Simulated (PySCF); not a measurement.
SiClI, SMILES Cl[Si]I (connectivity only; charge and spin as stated), neutral, multiplicity 1.

Geometry optimised at B3LYP-D3(BJ)/def2-TZVP. The def2 effective core potentials stand for the cores of I; spin–orbit coupling is left out.

These are B3LYP-D3(BJ)/def2-TZVP in PySCF 2.14.0 values and carry that method's errors.

Frequencies are harmonic and unscaled.

List the normal modes with their intensities. (An estimate is asked for; the answer gives what the named calculation found.)


```json
[
 {"mode": "1", "ν (cm⁻¹)": "136", "IR (km/mol)": "0.2", "moving atoms (share of kinetic energy)": "Cl 64 %, I 24 %, Si 13 %"},
 {"mode": "2", "ν (cm⁻¹)": "335", "IR (km/mol)": "85.4", "moving atoms (share of kinetic energy)": "Si 84 %, I 15 %"},
 {"mode": "3", "ν (cm⁻¹)": "496", "IR (km/mol)": "139.3", "moving atoms (share of kinetic energy)": "Si 57 %, Cl 43 %"}
]
```
